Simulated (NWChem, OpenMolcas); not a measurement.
## How basis sets differ on BH2O2F (SMILES OB(O)F)

BH2O2F: 6 atoms, total charge 0, spin state singlet. SMILES: `OB(O)F`. The coordinates come from a PBE0-D4/def2-TZVP relaxation. This is one conformer, not always the lowest.

Each level gives the vertical ionisation energy (to the doublet cation) (eV). The values are calculated.

```json
{"level": "PBE0/6-311G**", "kind": "global hybrid", "program": "NWChem", "value (eV)": "12.31", "CPU time (all runs)": "25 s"}
{"level": "PBE0/STO-3G", "kind": "global hybrid", "program": "NWChem", "value (eV)": "8.80", "CPU time (all runs)": "6.2 s"}
{"level": "PBE0/6-31G* (spherical functions)", "kind": "global hybrid", "program": "NWChem", "value (eV)": "12.15", "CPU time (all runs)": "17 s"}
{"level": "PBE0/6-31G** (spherical functions)", "kind": "global hybrid", "program": "NWChem", "value (eV)": "12.15", "CPU time (all runs)": "19 s"}
{"level": "PBE0/def2-SVPD", "kind": "global hybrid", "program": "OpenMolcas", "value (eV)": "12.58", "CPU time (all runs)": "2 min"}
{"level": "PBE0/6-311G(2df,2pd)", "kind": "global hybrid", "program": "NWChem", "value (eV)": "12.35", "CPU time (all runs)": "90 s"}
```

The values span 8.80 to 12.58 eV. Without the sets that lack polarisation functions the rows with a basis span only 12.15 to 12.58 eV. CPU times are rough (shared hosts, several kinds of processor and program).
